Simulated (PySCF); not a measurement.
H5P2, SMILES [PH3+]P, charge +1.

The structure is a stationary point at PBE-D3(BJ)/def2-TZVP. The isomer is the one that the SMILES or the coordinates give; other isomers of the formula were not compared.

Two levels are set side by side: TDDFT-PBE/def2-SVPD (PySCF) and ADC(2)/aug-cc-pVDZ (PySCF). Vertical, same geometry; the bases differ. Differences are taken from unrounded values.

```csv
quantity,ADC(2)
lowest singlet excitation (eV),6.77
```

Task: What does TDDFT-PBE give, and how far is it from ADC(2)? (The exact figures need the calculation; the answer reports its results.)

Result: 
```tsv
quantity	TDDFT-PBE	TDDFT-PBE minus ADC(2)
lowest singlet excitation (eV)	6.12	-0.65
```

Functionals without exact exchange tend to place singlet excitations lower, as here. Differences between two approximate levels are no errors against the true value.

Rough cost on one machine, each run with all the roots and properties that it gave: ADC(2) against TDDFT-PBE about 9 times.
